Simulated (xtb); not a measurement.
Cd(NH2)2 (CdH₄N₂), SMILES [NH2][Cd][NH2]. All values are semi-empirical tight-binding results from xtb (GFN2-xTB unless named), good for trends rather than for accurate numbers. Geometry optimised at GFN2-xTB. The values are those of a single conformer.

For metal compounds this method's bond lengths and energies can be far off.

**Question.** Estimate the properties. (Estimate from the structure and the level; the computed values follow.)

**Answer.** 
```
Quantity                                      Result
-------------------------------------  -------------
point group as xtb finds it                       C2
orbital gap                                  2.87 eV
zero-point energy                      28.4 kcal/mol
G − E(el) at 298.15 K (modified RRHO)   9.7 kcal/mol
```
